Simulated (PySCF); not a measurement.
A GIAO shielding run with PySCF 2.14.0 with density-fitted response routines (density fitting, non-relativistic, gas phase) on `C1CC(c2[c+](F)ccccc2)C1`, [C$_{11}$H$_{12}$F]+:

```
$ OMP_NUM_THREADS=2 python probes_run.py task.json out

{"job": {"kind": "nmr", "xc": "KT2", "basis": "pcSseg-1", "pop": false}, "charge": 1, "multiplicity": 1}
F      0.979627    -1.072994    -2.315226
C      1.368664    -0.980299    -1.064680
C      2.747367    -1.112473    -0.897758
C      3.506626    -1.054794     0.265476
C      3.069790    -0.843281     1.572632
C      1.759210    -0.646654     2.003270
C      0.579754    -0.620642     1.258370
C      0.339410    -0.771809    -0.115132
C     -1.068564    -0.688627    -0.597901
C     -2.129464    -1.511760     0.198239
C     -2.873265    -0.221010     0.588598
C     -1.843361     0.611950    -0.196114
H      3.283919    -1.283405    -1.836350
H      4.583312    -1.190496     0.129824
H      3.842490    -0.829475     2.346406
H      1.631643    -0.493629     3.079047
H     -0.322224    -0.451748     1.854537
H     -1.104248    -0.882042    -1.674059
H     -1.724212    -2.102998     1.033059
H     -2.690932    -2.196728    -0.451006
H     -3.902173    -0.151919     0.212271
H     -2.901964    -0.015404     1.668602
H     -2.237359     1.145522    -1.071358
H     -1.255480     1.327780     0.397540
```

Hardware: 2 threads of an Intel Xeon, shared host. The job also computes ring-centre shieldings.

(1) How large is the calculation?

(2) How long does it take, and how much memory does it need?

(3) And these other runs on the same molecule and hardware: GIAO shielding at PBE0/pcSseg-1; spin–spin coupling at B3LYP/pcJ-1?

Results:

(1) 86 electrons, 264 basis functions and 1358 auxiliary functions.

(2) 2.6 min of wall time, with 17 SCF cycles; peak memory 1.7 GiB. Times on a shared host scatter by some tens of per cent.

(3) PBE0/pcSseg-1: 264 functions, 3.1 min; B3LYP/pcJ-1: 444 functions, 7.3 min.
